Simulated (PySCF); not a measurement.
Ta(OH)4 (H4O4Ta), SMILES [OH][Ta]([OH])([OH])[OH] (connectivity only; charge and spin as stated), neutral, multiplicity 2.

Geometry optimised at r2SCAN-D4/def2-SVP. The multiplicity is an assumed one; other spin states were not compared. The def2 effective core potentials stand for the cores of Ta; spin–orbit coupling is left out. The values are those of a single conformer.

The numbers are results of CAM-B3LYP/def2-TZVP in PySCF, not measurements.

Isolated molecule, no solvent.

```
Property                                                                                                        Result
---------------------------------------------------------------------------------------------  -----------------------
total energy                                                                                        -360.51631 hartree
point group                                                                                                         C2
α spin, highest occupied and lowest empty level                                                      -6.22 and 1.06 eV
β spin, highest occupied and lowest empty level                                                     -9.91 and -0.53 eV
dipole moment                                                                                                0.312 e·Å
quadrupole, principal values (traceless, Buckingham form, about the centre of nuclear charge)  -8.76, -2.34, 11.10 D·Å
mean static polarisability                                                                        57.0 bohr³ (8.45 Å³)
polarisability, principal values                                                                54.3, 56.1, 60.6 bohr³
⟨S²⟩                                                                                           0.751 (pure state 0.75)
```
